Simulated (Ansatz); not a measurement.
Computed with Ansatz on PBE0-D4/def2-TZVP structures; ΔE is electronic, products minus reactants. CBS: MP2 limit from def2 TZ/QZ plus the TZ coupled-cluster correction, frozen cores. This one scheme is used for every species. Functionals use def2-TZVPP. Elements past krypton have def2 core potentials. For In outer-core shells are correlated without core-valence functions, which leaves a few kJ/mol of doubt a bond. Each species was taken in one conformer, which may not be the lowest.

Consider the ligand exchange at the In–O bond: `[OH][In]([Cl])[Cl]` + NH₃ → `[NH2][In]([Cl])[Cl]` + H₂O.

```
      level  ΔE (kcal/mol)
LDA (SPW92)            1.7
     PBE-D4            3.1
 r2SCANh-D4            3.0
   PBE-QIDH            2.0
```

(1) What does CCSD(T)/CBS give? (Best estimate.)

Largest T1 diagnostic among the species: 0.014.

Results:

(1) Computed: +2.0 kcal/mol. The listed levels differ from it by -0.3, 1.1, 1.0, 0.0 kcal/mol.

From PBE to PBE0 (25 % exact exchange), in def2-TZVPP and without D4, ΔE moves by −1.0 kcal/mol. In def2-TZVPP, CCSD(T) changes the Hartree–Fock value by −1.0 kcal/mol (the triples alone add +0.1 kcal/mol) and MP2 by −1.4 kcal/mol. Leaving LDA and LC-ωPBE aside and taking each functional with its dispersion term where it has one, the values, not all of them listed here, spread over 2.6 kcal/mol, from PBE-QIDH to B97M-V. LDA lies −1.7 kcal/mol from PBE without D4.
